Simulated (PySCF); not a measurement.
This PySCF input asks for the NMR shieldings of SMILES C=CCC[SiH2]C(Cl)Cl, C$_{5}$H$_{10}$Cl$_{2}$Si; the geometry comes from GFN2-xTB.

```python
import basis_set_exchange as bse
import numpy as np
from pyscf import gto, dft
from pyscf.prop import nmr

atoms = """
C    -3.261263    0.891466    0.431775
C    -2.264118    0.754401   -0.421258
C    -1.248411   -0.342530   -0.371172
C     0.159720    0.226909   -0.166049
Si    1.486801   -1.121493   -0.085786
C     3.188596   -0.253776    0.175489
Cl    3.166964    0.662174    1.695841
Cl    3.515594    0.843874   -1.180327
H    -3.420339    0.190471    1.235215
H    -3.965842    1.702433    0.361985
H    -2.125597    1.473887   -1.218523
H    -1.273419   -0.901506   -1.310217
H    -1.489030   -1.034225    0.437327
H     0.167967    0.813826    0.755493
H     0.381237    0.922577   -0.978990
H     1.615492   -1.869051   -1.339082
H     1.320227   -2.020861    1.058316
H     4.036664   -0.932258    0.234991
"""
names = dict.fromkeys(["C", "Si", "Cl", "H"], "pcSseg-1")
basis = {el: gto.basis.parse(bse.get_basis(n, elements=[el], fmt="nwchem")) for el, n in names.items()}
mol = gto.M(atom=atoms, basis=basis, charge=0, verbose=0)
mf = dft.RKS(mol, xc="PBE0")
mf.grids.level = 2
mf.grids.alignment = dft.numint.BLKSIZE   # the property module wants whole blocks of grid points
mf.conv_tol = 1e-9
mf.kernel()

calc = nmr.RKS(mf)   # GIAO
C = mf.mo_coeff
Co = C[:, mf.mo_occ > 0]
resp = mf.gen_response(singlet=True, hermi=2)
def vind(x):   # induced exchange potential for any number of trial vectors
    d = np.einsum("pi,xij,qj->xpq", C, 2 * x.reshape(-1, C.shape[1], Co.shape[1]), Co, optimize=True)
    return np.einsum("xpq,pi,qj->xij", resp(d - d.transpose(0, 2, 1)), C, Co, optimize=True).ravel()
mo1, _ = nmr.rhf.solve_mo1(calc, with_cphf=vind)
sigma = calc.kernel(mo1)
for i, s in enumerate(sigma):   # ppm
    print("%2d %-2s %9.2f" % (i, mol.atom_pure_symbol(i), np.trace(s) / 3))
```

Problem. What does it print?

Solution. 
```
 0 C      66.19
 1 C      37.01
 2 C     153.67
 3 C     176.33
 4 Si    376.73
 5 C     115.27
 6 Cl    736.17
 7 Cl    736.95
 8 H      26.29
 9 H      26.44
10 H      25.51
11 H      29.54
12 H      29.82
13 H      30.50
14 H      30.29
15 H      27.43
16 H      27.42
17 H      25.98
```

These numbers come from an equivalent density-fitted implementation of the same equations, which agrees with the script to about 0.01 ppm for H and up to a few tenths of a ppm for heavy atoms, so last digits may differ.

Problem. Turn these shieldings into chemical shifts. Scale: ¹³C (σref 186.93), ²⁹Si (σref 349.16), ¹H (σref 31.72) against TMS; ³⁵Cl (σref 949.78) against HCl (reference shieldings calculated alike).

Solution. Averaging equivalent atoms: C 1: 149.9; C 0: 120.7; C 5: 71.7; C 2: 33.3; C 3: 10.6; Si 4: -27.6; Cl 6/7: 213; H 10: 6.21; H 17: 5.73; H 8: 5.42; H 9: 5.28; H 15/16: 4.29; H 11/12: 2.03; H 13/14: 1.32 ppm. 

Size and cost of the density-fitted run: 207 basis functions, 68 s wall time on 1 thread of an Arm Neoverse N1, shared host; peak memory 0.93 GiB.
